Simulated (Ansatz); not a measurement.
The same path of AlH8N3 (12 atoms, charge 0, multiplicity 1) was run twice with different band settings. Lost on the way: Al1–H2, N9–H12. Made: H2–H12.

Method: RKS LDA/6-31G* (Ansatz).

Relaxed end points:

```xyz
12
Properties=species:S:1:pos:R:3
Al -0.008 0.052 0.114
H -0.106 -0.999 1.342
N 1.588 0.262 -0.754
H 2.370 -0.328 -0.454
H 1.606 0.293 -1.778
N -1.489 0.397 -0.900
H -2.355 -0.092 -0.656
H -1.414 0.390 -1.922
N 0.039 1.855 1.039
H 0.925 2.238 0.670
H -0.761 2.338 0.599
H 0.000 1.939 2.063
```

```xyz
12
Properties=species:S:1:pos:R:3
Al -0.047 0.739 -0.622
H 0.520 0.275 3.018
N 1.482 -0.106 -0.932
H 1.710 -0.604 -1.792
H 2.239 -0.184 -0.253
N -1.537 0.277 -1.469
H -1.710 -0.646 -1.868
H -2.340 0.890 -1.611
N -0.085 2.045 0.589
H 0.724 2.604 0.860
H -0.926 2.369 1.068
H 0.366 0.687 2.375
```

Common settings: movable images 5; climbing image yes; spring 5.0 eV/Å²; optimiser quadratic models (default); force threshold 0.05 eV/Å; iteration limit 60; end points relaxed.

| run | start path |
| --- | --- |
| 1 | through a guess of the saddle point |
| 2 | straight line |

Q: What does each run give, and how far can it be trusted?

A: Run 1: converged after 24 iterations, highest image 1.111 eV above the first end. The profile has 2 maxima (images 2, 4) with wells between them (image 3): this band takes more than one step, which may be the mechanism or a detour left from its start path. A vibrational analysis at the climbing image gives one clearly imaginary mode, 934i cm⁻¹: a first-order saddle point.
Run 2: converged after 19 iterations, highest image 1.111 eV above the first end. Another band between the same ends (5 images) ends at a top of the same energy, where a vibrational analysis finds 1 clearly imaginary mode.
The orbitals stay closed-shell, which can raise the energy where a bond breaks towards radicals; this wasn't checked here.
